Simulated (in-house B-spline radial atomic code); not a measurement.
Ba. Computed with a B-spline radial atomic code. Model: non-relativistic spherical atom: semilocal Troullier-Martins pseudo-atom, one channel per l, against all electrons, high spin, G0W0 and RPA with empty states to l = 8, local potential for every l without a channel, a model core (radius 0 = none) keeps its share of the functional.

Without relativity these are model numbers for so heavy an element.

What the tables leave out is listed at the end.

The pseudopotential gives back the lowest level of each angular momentum of its own functional in the configuration it was made in; a second state of the same l is only approximately right. Exact exchange, RPA and GW see the smooth pseudo-orbitals and miss the exchange with the core, for which the functional's share stands in. The column with an uncorrelated core keeps all orbitals and exact exchange, and so separates missing core correlation from pseudisation. Only the three outermost levels and the lowest empty one were computed. RPA here is direct RPA, with no exchange kernel, and its energies carry an (l + 1/2)⁻⁴ tail. A hybrid on a potential with a model core restores only its own semilocal share of the core's exchange.

Command:
```bash
python run_psgw.py task.json out
```
Settings (lengths in bohr, energies in hartree):
```
Z                      56
electrons              56
configuration          [Xe] 6s2
generated_in           [Xe] 6s2
functional             lda,vwn
core_shells            10
radius_factor          0.8
core_correction        True
ion_configuration      [Xe] 6s1
```

Cost of the run: 56 s on 1 thread of Intel(R) Xeon(R) Platinum 8259CL CPU @ 2.50GHz (Skylake/Cascade Lake) (shared host).

Given: made with LDA VWN5; model core radius 1.343 bohr; local radius 1.647 bohr; mean-field start PBE0.

Valence shells of the generating configuration: 5p, 6s.

Channel: s 3.369, p 1.343, d 1.924 (radii in bohr).

Computed: largest level miss in the spin-unpolarised generating configuration 0 eV; valence RPA correlation energy all-electron orbitals -0.30882 hartree; all-electron RPA polarisability, core included 172.38 bohr³; pseudo-atom RPA polarisability 158.23 bohr³; ionisation by mean-field all-electron 4.9632 eV; ionisation by mean-field pseudo minus all 0.114 eV; ionisation by RPA pseudo minus all 0.223 eV.

```csv
level,occupied,mean-field all-electron (eV),mean-field pseudo minus all (eV),G0W0 all-electron (eV),G0W0 uncorrelated core minus all (eV),G0W0 pseudo minus all (eV),exchange self-energy all-electron (eV),exchange self-energy pseudo (eV)
6s,1,-3.5884,-0.086,-5.2094,0.057,-0.254,-6.0041,-6.2094
5d (empty),0,-1.7333,0.126,-0.59825,0.129,0.123,-4.4583,-2.8995
```

(1) What is the ionisation by RPA all-electron?

(2) What is the valence RPA correlation energy pseudo?

## Answers

(1) 5.2939 eV.

(2) -0.40511 hartree.

Among the listed levels the largest G0W0 shift of the pseudo-atom is -0.25 eV, for 6s on the PBE0 start, while leaving the core uncorrelated moves that level by +0.06 eV. So pseudisation and the lost core exchange, not the missing core correlation, make the error. Not in the tables (levels of low weight, unsolved or above zero; the highest and the empty levels are kept at any weight): the LDA start was refused, since an empty level lay at or below an occupied one; on PBE0 the G0W0 levels 5p (pseudo minus all +1.87 eV, weights 0.56 and 0.30); no Hartree-Fock pseudo-atom is run with a model core.
